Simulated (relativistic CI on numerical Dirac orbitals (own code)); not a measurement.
Electric-dipole transitions in Eu45+

Computed by Dirac-Coulomb-Breit CI, KLI orbitals optimised for each configuration, model QED, unscaled Slater integrals (own radial code, finite nucleus).

CI space (outside the closed core [Ne]): 3s2.3p6, 3s2.3p5.3d, 3s.3p6.3d, 3s2.3p5.4s, 3s2.3p5.4p, 3s2.3p5.4d, 3p6.3d.4p, 3s.3p6.4s, 3s2.3p5.4f, 3s.3p6.4p, 3s.3p6.4d, 3s.3p6.4f, 3s2.3p5.5s, 3s2.3p5.5p, 3s2.3p5.5d, 3s2.3p5.5f, 3s2.3p5.5g, 3s.3p6.5s, 3s.3p6.5p, 3s.3p6.5d, 3s.3p6.5f, 3p6.3d2, 3p5.3d3, 3p5.3d2.4s, 3p5.3d2.4p, 3p5.3d2.4d, 3p6.3d.4s, 3p5.3d.4s2, 3p5.3d.4s.4p, 3p5.3d.4s.4d, 3p6.4s2, 3p5.4s2.4p, 3p5.4s2.4d. Double excitations out of closed p, d and f shells are left out; levels of such configurations are missing from the list, as are those of other unlisted configurations, and high levels can miss mixing partners. These lack a partner that the ground configuration has and come out too high: 3s2.3p5.4f, 3s2.3p5.5s, 3s2.3p5.5p, 3s2.3p5.5d, 3s2.3p5.5f.

```csv
λ vac (nm),Lower,Upper,A (s⁻¹),log gf,S velocity/length
0.51477,3s2.3p5.3d 3F°_4 [6],3s2.3p5.5f 3G_5 [217],3.06e+13,0.13,0.99
0.60771,3s2.3p6 1S_0 [1],3s2.3p5.4d 3D°_1 [169],5.45e+13,-0.04,0.96
0.65440,3s2.3p6 1S_0 [1],3s2.3p5.4d 1P°_1 [154],8.99e+13,0.24,0.96
0.69954,3s2.3p5.3d 3P°_0 [2],3s2.3p5.4f 3D_1 [159],4.16e+13,-0.04,0.95
0.70056,3s2.3p5.3d 3F°_2 [10],3s2.3p5.4f 3G_3 [177],8.01e+13,0.62,0.99
0.70096,3s2.3p5.3d 3P°_1 [3],3s2.3p5.4f 3D_2 [160],4.76e+13,0.24,0.96
0.70167,3s.3p6.3d 3D_1 [14],3s.3p6.4f 3F°_2 [185],7.26e+13,0.43,0.97
0.70227,3s2.3p5.3d 3D°_2 [5],3s2.3p5.4f 3F_3 [163],5.85e+13,0.48,0.98
0.70244,3s2.3p5.3d 3F°_3 [4],3s2.3p5.4f 3G_4 [161],7.88e+13,0.72,0.99
0.70314,3s.3p6.3d 3D_2 [15],3s.3p6.4f 3F°_3 [186],7.51e+13,0.59,0.97
0.71180,3s2.3p5.3d 1P°_1 [11],3s2.3p5.4f 3F_2 [179],6.60e+13,0.40,1.00
0.71376,3s2.3p5.3d 3P°_2 [12],3s2.3p5.4f 3D_3 [178],8.14e+13,0.64,0.96
0.71379,3s2.3p5.3d 3F°_4 [6],3s2.3p5.4f 3G_5 [162],8.36e+13,0.85,0.99
0.71386,3s2.3p5.3d 1D°_2 [7],3s2.3p5.4f 1F_3 [164],7.03e+13,0.58,0.97
0.71441,3s.3p6.3d 3D_3 [16],3s.3p6.4f 3F°_4 [187],8.47e+13,0.77,0.97
0.71459,3s2.3p5.3d 3F°_3 [13],3s2.3p5.4f 3G_4 [180],8.38e+13,0.76,0.99
0.71626,3s2.3p5.3d 3D°_3 [8],3s2.3p5.4f 3F_4 [165],7.53e+13,0.72,0.98
0.71720,3s.3p6.3d 1D_2 [17],3s.3p6.4f 1F°_3 [188],7.91e+13,0.63,0.98
0.72396,3s2.3p5.3d 1P°_1 [9],3s2.3p5.4f 1D_2 [166],6.30e+13,0.39,1.00
3.1306,3s2.3p6 1S_0 [1],3s2.3p5.3d 1P°_1 [11],1.90e+12,-0.08,0.72
```

Terms are leading LS components. Brackets give the number of a level in order of energy, since labels repeat. The list gives strong lines, with weight on those to low levels, among the lowest 400 of 1357 levels, so that lines to higher ones, which can be the strongest, are missing. Levels whose partners in the same complex of configurations lie outside the list can be far off, and so can their lines. Rates are taken at the computed energies, electric ones in the length gauge. A velocity-to-length ratio far from 1 marks an uncertain rate.

At this charge energies of transitions that change n are usually good to better than 1 %, and those within a shell (Δn = 0) to a few per cent.

LS names give the leading component of a level, which can be under half, so a name can repeat, a term be missing and a line seem to break the LS rules.
